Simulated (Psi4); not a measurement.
A dimer, CH2O2 ··· H4OSi (SMILES O=CO and O[SiH3]); the first 5 atoms form monomer A.

```
11

O      0.7760    -0.5541    -0.2000
C     -0.4218     0.0250    -0.0111
O     -0.5954     1.1145     0.4528
H      1.4569     0.0684     0.1058
H     -1.2156    -0.6538    -0.3475
Si     3.5967     2.9987     0.6457
O      2.4107     1.8627     0.8297
H      3.3659     3.8411    -0.5542
H      4.8566     2.2452     0.4946
H      3.6834     3.8950     1.8255
H      1.5045     2.1581     0.9437
```

### Question
What interaction energy does SAPT0/jun-cc-pVDZ, frozen core (Psi4) give, and which attractive term is the largest?

### Answer
Total -8.92 kcal/mol: electrostatics -10.23, exchange 5.05, induction -1.98, dispersion -1.76. The most attractive term is electrostatics.
